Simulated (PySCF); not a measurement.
# Correlation energy of Xe²⁺ (xenon, charge +2)

[Kr] 4d10 5s2 5p4, high-spin 3P determinant. Calculation: PySCF 2.14, in aug-cc-pwCVTZ-DK3; scalar relativity by spin-free X2C-1e. Frozen: [Kr] 4d10; 6 electrons correlated.

```
  level  correlation energy (mhartree)
   CCSD                        -113.48
    (T)                          -2.99
CCSD(T)                        -116.47
```

Diagnostics: T1 = 0.0070, D1 = 0.0206, largest double amplitude 0.037.

Is a single reference adequate?

Yes, within this model without spin-orbit coupling: T1 lies below 0.03 and no double amplitude reaches 0.07.
